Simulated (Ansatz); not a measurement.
Reaction (hydrogenolysis of a B–B bond): `BB1CN1` + H₂ → `B1CN1` + BH₃

Calculated with Ansatz (gas phase, PBE0-D4/def2-TZVP geometries, no zero-point term in ΔE). CCSD(T)/CBS is the MP2 limit (def2-TZVPP, def2-QZVPP) plus CCSD(T) − MP2 in def2-TZVPP, frozen cores. This one scheme is used for every species. DFT in def2-TZVPP. B3LYP here is the variant with VWN-RPA as its local correlation; programs differ in this.

```json
{"level": "PBE-D4", "ΔE (kJ/mol)": "6.8", "difference from CCSD(T)/CBS": "20.8"}
{"level": "B3LYP-D4", "ΔE (kJ/mol)": "-8.9", "difference from CCSD(T)/CBS": "5.1"}
{"level": "r2SCANh-D4", "ΔE (kJ/mol)": "-2.5", "difference from CCSD(T)/CBS": "11.5"}
{"level": "ωB97X-V", "ΔE (kJ/mol)": "-14.4", "difference from CCSD(T)/CBS": "-0.4"}
{"level": "r2SCAN", "ΔE (kJ/mol)": "0.2", "difference from CCSD(T)/CBS": "14.2"}
{"level": "CCSD/def2-SVP", "ΔE (kJ/mol)": "-24.5", "difference from CCSD(T)/CBS": "-10.5"}
{"level": "CCSD(T)/def2-SVP", "ΔE (kJ/mol)": "-20.7", "difference from CCSD(T)/CBS": "-6.7"}
{"level": "MP2/def2-TZVPP", "ΔE (kJ/mol)": "-15.9", "difference from CCSD(T)/CBS": "-1.9"}
{"level": "SCS-MP2/def2-QZVPP", "ΔE (kJ/mol)": "-21.2", "difference from CCSD(T)/CBS": "-7.2"}
{"level": "CCSD/CBS(def2)", "ΔE (kJ/mol)": "-18.8", "difference from CCSD(T)/CBS": "-4.8"}
{"level": "CCSD(T)/CBS", "ΔE (kJ/mol)": "-14.0", "difference from CCSD(T)/CBS": "0"}
```

Largest T1 diagnostic among the species: 0.015.

At CCSD(T), def2-SVP lies −6.7 kJ/mol from the extrapolated value and def2-TZVPP −1.9 kJ/mol. In def2-TZVPP, CCSD(T) changes the Hartree–Fock value by +26.1 kJ/mol (the triples alone add +4.8 kJ/mol) and MP2 by +26.0 kJ/mol. From BLYP to BHLYP (50 % exact exchange), in def2-TZVPP and without D4, ΔE moves by −16.7 kJ/mol.
